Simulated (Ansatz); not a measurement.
The cluster Te2Pb3⁺. Total charge 1; doublet. Geometry PBE0-D4/def2-SVP; atoms count from 1.

```
atom   x (Å)   y (Å)   z (Å)
 Pb1  -0.105  -0.624   2.106
 Pb2  -1.371   0.421  -1.666
 Pb3   1.913   0.264  -0.574
 Te4  -0.317   1.944   0.647
 Te5  -0.121  -2.005  -0.513
```

In the def2 sets Pb, Te take a core potential; there is no spin–orbit coupling. The structure comes from a short search, and lower isomers may exist.

Problem. Estimate the Mulliken populations from the PBE0/def2-TZVP orbitals of Ansatz.

Solution. 
| atom | charge (e) | spin (α − β) |
| --- | --- | --- |
| Pb1 | 0.53 | 0.23 |
| Pb2 | 0.53 | 0.24 |
| Pb3 | 0.37 | 0.50 |
| Te4 | -0.22 | 0.01 |
| Te5 | -0.22 | 0.01 |
Mulliken values and Mayer orders depend strongly on the basis.

Problem. Where does the spin sit?

Solution. Summed by element: Pb 0.98, Te 0.02, of 1 unpaired in all. Largest on single atoms: Pb3 0.50, Pb2 0.24, Pb1 0.23.

Problem. And the Mayer bond orders between bonded heavy atoms (over 0.3)?

Solution. Pb1–Pb3 0.35 (3.47 Å); Pb1–Te4 0.88 (2.96 Å); Pb1–Te5 0.88 (2.96 Å); Pb2–Pb3 0.35 (3.46 Å); Pb2–Te4 0.87 (2.96 Å); Pb2–Te5 0.87 (2.96 Å); Pb3–Te4 0.74 (3.05 Å); Pb3–Te5 0.74 (3.05 Å).
